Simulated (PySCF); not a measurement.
Cu₂S at several levels of theory

All levels use the PBE0 minimum (singlet; Cu–Cu 2.611 Å, S–Cu 2.102 Å (×2); Cu–Cu–S 51.6° (×2), Cu–S–Cu 76.8°), basis [S def2-TZVP, Cu def2-TZVP], no relativity, density fitting, no spin–orbit coupling, PySCF. For vertical energies the ionised species is a doublet (spins chosen at PBE0 and kept) and the electron-attached one a doublet. Atomisation goes to high-spin ground-configuration atoms, without zero-point energy. Open shells are unrestricted, also as the reference of the correlated levels. A dash marks a value that was not computed or is not defined at that level.

```json
{"level": "PBE0", "atomisation (kJ/mol)": "538", "vertical IP (eV)": "7.64", "vertical EA (eV)": "0.88", "−ε(HOMO) (eV)": "5.70", "gap (eV)": "3.29", "dipole (D)": "4.98"}
{"level": "HF", "atomisation (kJ/mol)": "230", "vertical IP (eV)": "6.03", "vertical EA (eV)": "-0.05", "−ε(HOMO) (eV)": "7.71", "gap (eV)": "8.00", "dipole (D)": "7.14"}
{"level": "MP2", "atomisation (kJ/mol)": "?", "vertical IP (eV)": "?", "vertical EA (eV)": "?", "−ε(HOMO) (eV)": "–", "gap (eV)": "–", "dipole (D)": "–"}
{"level": "PBE", "atomisation (kJ/mol)": "590", "vertical IP (eV)": "7.75", "vertical EA (eV)": "1.08", "−ε(HOMO) (eV)": "4.71", "gap (eV)": "1.34", "dipole (D)": "4.03"}
{"level": "r2SCAN", "atomisation (kJ/mol)": "594", "vertical IP (eV)": "7.66", "vertical EA (eV)": "1.08", "−ε(HOMO) (eV)": "4.79", "gap (eV)": "1.67", "dipole (D)": "4.48"}
{"level": "B3LYP", "atomisation (kJ/mol)": "?", "vertical IP (eV)": "?", "vertical EA (eV)": "?", "−ε(HOMO) (eV)": "?", "gap (eV)": "?", "dipole (D)": "?"}
{"level": "TPSSh", "atomisation (kJ/mol)": "560", "vertical IP (eV)": "7.60", "vertical EA (eV)": "0.88", "−ε(HOMO) (eV)": "5.08", "gap (eV)": "2.32", "dipole (D)": "4.64"}
```

(1) Fill in the row of B3LYP.

(2) Fill in the row of MP2.

Results:

(1) atomisation (kJ/mol) 508, vertical IP (eV) 7.78, vertical EA (eV) 0.99, −ε(HOMO) (eV) 5.58, gap (eV) 2.81, dipole (D) 4.59.

(2) atomisation (kJ/mol) 572, vertical IP (eV) 7.78, vertical EA (eV) 0.53.

Without diffuse functions attachment energies tend to come out too low.
